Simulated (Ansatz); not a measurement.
CH5B (SMILES BC) moved off its minimum; all values from Ansatz (a program for electronic structure), cores frozen in correlated methods.
(charge 0, multiplicity 1)
```xyz
7

B     -0.4596    -0.7702     0.0365
H     -0.0107    -1.6618     0.7406
H     -1.5712    -0.8452    -0.3684
C      0.4361     0.6052    -0.1813
H     -0.0279     1.2682     0.6753
H      0.1540     1.1366    -1.0142
H      1.4133     0.4326    -0.0876
```

Problem. Give the forces (eV/Å), the total energy and the dipole at CCSD(T)/cc-pVTZ.

Solution. 
```
atom      Fx      Fy      Fz
----  ------  ------  ------
B1     1.286   1.209   0.387
H2    -0.218   0.360  -0.428
H3    -0.160  -0.042  -0.132
C4    -5.608  -1.305   2.855
H5     1.155  -1.142  -1.019
H6    -0.386   1.136  -2.248
H7     3.930  -0.215   0.585
```
Energy -65.7790 hartree, dipole 0.44 D.
